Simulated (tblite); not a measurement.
Compound: C2H9OSSi2 (doublet state).
Atom-mapped SMILES: `[CH2:1][Si@H:2]([SiH2:3][OH:4])[S:5][CH3:6]` (hydrogens: H7, H8 on C1; H9 on Si2; H10, H11 on Si3; H12 on O4; H13, H14, H15 on C6)

Computed with GFN2-xTB (tblite), gas phase: L-BFGS steps from a force-field or distance-geometry start until the largest atomic force falls under 0.01 eV/Å.

Step 87: E = -533.8381 eV
```
atom  x, y, z in Å  |  force x, y, z in eV/Å
C1      0.2118    2.2471   -0.2047   -0.008   0.021   0.095
Si2    -0.0188    0.4729    0.1222   -0.025  -0.081   0.028
Si3     1.9097   -0.8224    0.0321   -0.006   0.032  -0.003
O4      2.8120    0.1065    1.0145   -0.004   0.016   0.016
S5     -1.3830   -0.3266   -1.3866   -0.006  -0.005   0.011
C6     -2.7239   -0.9517   -0.3354    0.013  -0.006   0.011
H7      0.9099    2.8282    0.3768   -0.032  -0.020  -0.060
H8     -0.1025    2.7000   -1.1293    0.016   0.043  -0.040
H9     -0.7423    0.1936    1.3792    0.051   0.005  -0.022
H10     1.8076   -2.1772    0.5956    0.006  -0.003   0.001
H11     2.5488   -0.9512   -1.2796    0.009  -0.005  -0.008
H12     3.7254   -0.0734    1.2220   -0.016  -0.022  -0.010
H13    -3.4778   -1.3680   -0.9963    0.012   0.025   0.007
H14    -3.1452   -0.1408    0.2512    0.005   0.010  -0.040
H15    -2.3363   -1.7289    0.3166   -0.014  -0.011   0.013
```

Step 88: E = -533.8389 eV
```
atom  x, y, z in Å  |  force x, y, z in eV/Å
C1      0.2027    2.2429   -0.2036   -0.029   0.047   0.038
Si2    -0.0126    0.4654    0.1174   -0.010  -0.078  -0.004
Si3     1.9180   -0.8279    0.0300   -0.009   0.033  -0.014
O4      2.8114    0.1022    1.0194   -0.009   0.020   0.022
S5     -1.3799   -0.3343   -1.3903   -0.006  -0.003   0.012
C6     -2.7255   -0.9418   -0.3349    0.017  -0.005   0.013
H7      0.9060    2.8286    0.3673   -0.035  -0.030  -0.062
H8     -0.1352    2.6986   -1.1208    0.041   0.017   0.015
H9     -0.7342    0.1785    1.3715    0.036  -0.001   0.013
H10     1.8142   -2.1842    0.5932    0.011   0.016  -0.016
H11     2.5708   -0.9470   -1.2770   -0.007  -0.016   0.007
H12     3.7249   -0.0744    1.2286   -0.005  -0.023  -0.005
H13    -3.4816   -1.3633   -0.9900    0.018   0.028   0.000
H14    -3.1438   -0.1221    0.2422    0.009   0.001  -0.040
H15    -2.3398   -1.7132    0.3252   -0.024  -0.007   0.019
```

Step 89: E = -533.8397 eV
```
atom  x, y, z in Å  |  force x, y, z in eV/Å
C1      0.1902    2.2418   -0.2009   -0.012   0.013   0.047
Si2    -0.0083    0.4598    0.1131    0.008  -0.040  -0.037
Si3     1.9240   -0.8318    0.0282   -0.010   0.021  -0.020
O4      2.8127    0.0982    1.0217   -0.013   0.023   0.026
S5     -1.3781   -0.3396   -1.3930    0.000  -0.006   0.008
C6     -2.7260   -0.9355   -0.3344    0.015  -0.001   0.008
H7      0.8941    2.8333    0.3622   -0.019  -0.036  -0.029
H8     -0.1504    2.6966   -1.1162    0.012   0.024  -0.028
H9     -0.7246    0.1702    1.3667    0.013  -0.012   0.049
H10     1.8171   -2.1887    0.5932    0.016   0.038  -0.033
H11     2.5873   -0.9457   -1.2746   -0.020  -0.024   0.017
H12     3.7257   -0.0790    1.2315    0.005  -0.020   0.001
H13    -3.4849   -1.3591   -0.9845    0.023   0.022  -0.014
H14    -3.1419   -0.1093    0.2347    0.013   0.000  -0.023
H15    -2.3415   -1.7032    0.3305   -0.031  -0.003   0.029
```

Step 90: E = -533.8402 eV
```
atom  x, y, z in Å  |  force x, y, z in eV/Å
C1      0.1825    2.2393   -0.1984   -0.021   0.027  -0.013
Si2    -0.0060    0.4552    0.1160    0.013  -0.004  -0.047
Si3     1.9273   -0.8327    0.0301   -0.006   0.014  -0.016
O4      2.8150    0.0949    1.0271   -0.011   0.020   0.023
S5     -1.3741   -0.3429   -1.3922    0.004  -0.010   0.004
C6     -2.7266   -0.9310   -0.3358    0.012   0.004   0.005
H7      0.8975    2.8333    0.3480   -0.020  -0.043  -0.016
H8     -0.1718    2.6934   -1.1113    0.024  -0.007   0.022
H9     -0.7197    0.1649    1.3702    0.003  -0.017   0.054
H10     1.8238   -2.1923    0.5907    0.015   0.046  -0.038
H11     2.5918   -0.9392   -1.2726   -0.019  -0.028   0.013
H12     3.7290   -0.0833    1.2321    0.004  -0.015   0.006
H13    -3.4853   -1.3550   -0.9855    0.024   0.010  -0.023
H14    -3.1428   -0.1004    0.2260    0.016   0.003  -0.006
H15    -2.3451   -1.6961    0.3338   -0.039   0.000   0.032
```

Question: Estimate the geometry and energy of step 91. (The exact step hangs on the optimiser's Hessian estimate; all steps are aligned on step 90, rigid shifts and turns removed.)

Answer: E = -533.8407 eV, largest force 0.055 eV/Å
```
atom  x, y, z in Å  |  force x, y, z in eV/Å
C1      0.1768    2.2390   -0.1963   -0.025   0.001  -0.037
Si2    -0.0049    0.4531    0.1180    0.003   0.032  -0.027
Si3     1.9282   -0.8325    0.0314    0.002   0.015  -0.003
O4      2.8169    0.0929    1.0302   -0.004   0.011   0.015
S5     -1.3715   -0.3450   -1.3909    0.010  -0.014  -0.001
C6     -2.7265   -0.9296   -0.3369    0.006   0.005  -0.002
H7      0.8971    2.8343    0.3399   -0.001  -0.035   0.014
H8     -0.1798    2.6915   -1.1093    0.012  -0.015   0.019
H9     -0.7155    0.1652    1.3758    0.005  -0.019   0.033
H10     1.8280   -2.1934    0.5888    0.012   0.041  -0.035
H11     2.5911   -0.9365   -1.2715   -0.010  -0.027  -0.001
H12     3.7315   -0.0874    1.2311   -0.005  -0.009   0.007
H13    -3.4848   -1.3525   -0.9877    0.023   0.000  -0.026
H14    -3.1430   -0.0969    0.2204    0.014   0.011   0.011
H15    -2.3482   -1.6940    0.3352   -0.040   0.002   0.033
```

The energy changes by -0.0005 eV. The first-order estimate −F·Δx gives -0.0007 eV and the mean of the old and new forces, exact on a quadratic surface, -0.0005 eV. The step makes an angle of 76° with the force vector and moves no atom by more than 0.008 Å.

The cost below is that of the whole relaxation. The run took 1.6 s of wall time on one thread, Arm Neoverse V1 (aarch64), shared host with 32 logical CPUs at a one-minute load of 25.
